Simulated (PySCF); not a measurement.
## 1-bromo-4-fluorobenzene, C6H4BrF

Molfile (atoms numbered from 1):
```
C6H4BrF
     RDKit          3D

 12 12  0  0  0  0  0  0  0  0999 V2000
   -3.1397   -0.2435   -0.0144 F   0  0  0  0  0  0  0  0  0  0  0  0
   -1.8117   -0.1680    0.0070 C   0  0  0  0  0  0  0  0  0  0  0  0
   -1.0646   -1.3398    0.0223 C   0  0  0  0  0  0  0  0  0  0  0  0
    0.3254   -1.2597    0.0445 C   0  0  0  0  0  0  0  0  0  0  0  0
    0.9443   -0.0099    0.0511 C   0  0  0  0  0  0  0  0  0  0  0  0
    2.8276    0.0980    0.0811 Br  0  0  0  0  0  0  0  0  0  0  0  0
    0.1871    1.1611    0.0357 C   0  0  0  0  0  0  0  0  0  0  0  0
   -1.2030    1.0814    0.0134 C   0  0  0  0  0  0  0  0  0  0  0  0
   -1.5770   -2.3033    0.0166 H   0  0  0  0  0  0  0  0  0  0  0  0
    0.9282   -2.1690    0.0568 H   0  0  0  0  0  0  0  0  0  0  0  0
    0.6821    2.1334    0.0410 H   0  0  0  0  0  0  0  0  0  0  0  0
   -1.8219    1.9802    0.0010 H   0  0  0  0  0  0  0  0  0  0  0  0
  1  2  1  0
  2  3  1  0
  3  4  2  0
  4  5  1  0
  5  6  1  0
  5  7  2  0
  7  8  1  0
  8  2  2  0
  3  9  1  0
  4 10  1  0
  7 11  1  0
  8 12  1  0
M  END
```

Computed, not measured: TDDFT CAM-B3LYP/aug-cc-pVDZ excited states, vertical, gas phase (PySCF). Geometry: PBE0-D3(BJ)/def2-SVP.

The calculation is non-relativistic, which matters for the atoms heavier than Zn. Singlets 6 and 7 lie within 0.01 eV of each other, so their separate moments and overlaps can depend on how they mix.

Problem. Give the one- and two-photon strengths of the lowest singlets.

Solution. δ for parallel linear polarisation; σ at the peak of a Lorentzian of half width 0.1 eV, single beam; Ω is circular over linear.
```tsv
state	E (eV)	f	photon λ (nm)	δ (au)	σ (GM)	Ω	main
S1	5.13	0.017	484	5.62	0.05	1.50	HOMO→LUMO 0.79, HOMO−1→LUMO+2 0.18
S2	5.63	0.000	440	3.19	0.04	1.50	HOMO→LUMO+5 0.35, HOMO→LUMO+1 0.26
S3	5.83	0.104	426	9.13	0.11	1.23	HOMO→LUMO+2 0.80, HOMO−1→LUMO 0.18
S4	6.32	0.014	392	21	0.31	1.50	HOMO→LUMO+1 0.60, HOMO→LUMO+4 0.27
S5	6.72	0.061	369	13.9	0.23	1.50	HOMO−2→LUMO+5 0.30, HOMO−2→LUMO+4 0.27
S6	6.79	0.593	365	22.5	0.38	1.00	HOMO−1→LUMO 0.76, HOMO→LUMO+2 0.17
```

Among these, the strongest one-photon state is S6, the strongest two-photon state S6, with a dipole change of 0.8 D (relaxed, norm of the difference vector).
